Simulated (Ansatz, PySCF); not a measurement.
Energy landscape of H₃S (cation, charge +1), singlet: umbrella (inversion) coordinate, bond length relaxed. Scanned: angle between the S-H bonds and the threefold axis (90 = planar). Other coordinates (S-H bond length) were minimised at PBE0/def2-TZVP.

Computed with: RHF/LANL2DZ = PySCF with restricted Hartree-Fock/LANL2DZ, with its core potentials past Ne; RKS-B3LYP/6-31G* = restricted B3LYP/6-31G*, spherical d (PySCF); CCSD(T)/aug-cc-pVQZ = CCSD(T) on RHF/aug-cc-pVQZ, frozen core (Ansatz, a quantum-chemistry and plane-wave program).

Energies relative to the lowest point of each profile, in kJ/mol:

| a / ° | RHF/LANL2DZ | RKS-B3LYP/6-31G* |
|---|---|---|
| 90 | 74.4 | 129.9 |
| 93.90 | 71.1 | 125.0 |
| 96.90 | 64.2 | 115.0 |
| 99.90 | 54.4 | 100.6 |
| 105.90 | 30.0 | 64.0 |
| 108.90 | 18.1 | 45.2 |
| 111.90 | 8.2 | 28.0 |
| 114.90 | 1.7 | 14.1 |
| 120.90 | 4.1 | 0.0 |
| 123.90 | 15.0 | 1.8 |
| 126.90 | 33.5 | 10.4 |
| 129.90 | 60.4 | 26.5 |

Predict the corresponding CCSD(T)/aug-cc-pVQZ column.

90: 128.9; 93.90: 124.0; 96.90: 113.9; 99.90: 99.5; 105.90: 63.5; 108.90: 45.1; 111.90: 28.4; 114.90: 14.7; 120.90: 0.0; 123.90: 0.5; 126.90: 6.9; 129.90: 19.5 (kJ/mol).
